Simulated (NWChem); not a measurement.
# CH₆O₂Si₂; SMILES O[Si@H]1OC[SiH2]1

```xyz
11

O      0.3718    -2.1823     0.4687
Si     0.0557    -0.8520    -0.4672
O     -1.4146    -0.0989    -0.1085
C     -1.1410     1.2840     0.1683
Si     0.7913     1.3053     0.0723
H      0.3721    -2.0531     1.4221
H      0.1254    -1.3868    -1.8523
H     -1.6227     1.9291    -0.5868
H     -1.5569     1.5621     1.1520
H      1.3841     2.2197    -0.9522
H      1.4716     1.5436     1.3847
```
Atoms are numbered in this order, from 1.

Program: NWChem. Geometry: optimised at PBE0/def2-SVP. Isolated, static molecule.

GIAO at PBE0/pcSseg-1: principal shieldings of Si2 are 319.3, 339.1, 354.0 ppm; an isolated tetramethylsilane molecule has σ = 351.9 ppm at the same levels.

Find the isotropic 29Si shift, its principal values, the span and the skew.


1. σ(iso) = one third of the sum = 337.5 ppm.
2. δ = σ(reference) − σ = 14.4 ppm against tetramethylsilane.
3. δ11, δ22, δ33 = 32.6, 12.8, -2.1 ppm.
4. Span Ω = δ11 − δ33 = 34.7 ppm; skew κ = 3(δ22 − δ(iso))/Ω = -0.14.
